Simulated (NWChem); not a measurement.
A series in which one site is exchanged, each optimised at PBE0/def2-SVP with NWChem, gas phase unless a solvent is named. Some are not confirmed as minima by frequencies. def2 effective core potentials on Sn; no spin-orbit coupling.

A: [F][SnH]([F])[Cl] (SnHClF$_{2}$; site = H)
B: [F][Sn]([F])([F])[Cl] (SnClF3; site = F)
C: [F][Sn]([F])([Cl])[Br] (SnBrClF2; site = Br)
D: [F][Sn]([F])([Cl])[Cl] (SnCl$_{2}$F$_{2}$; site = Cl)

```tsv
quantity	A	B	C	D
dipole (D), PBE0/def2-SVP	___	1.40	1.84	1.42
orbital gap (eV), PBE0/def2-SVP	___	6.88	6.06	6.57
static polarisability, PBE/def2-SVPD (bohr³)	___	51.6	75.5	67.0
lowest singlet excitation, PBE/def2-SVPD, TDA (eV)	___	4.54	3.91	4.29
```

Question: Fill in the missing entries.

Answer: 
- dipole (D), PBE0/def2-SVP, A: 3.02
- orbital gap (eV), PBE0/def2-SVP, A: 7.48
- static polarisability, PBE/def2-SVPD (bohr³), A: 53.1
- lowest singlet excitation, PBE/def2-SVPD, TDA (eV), A: 5.21
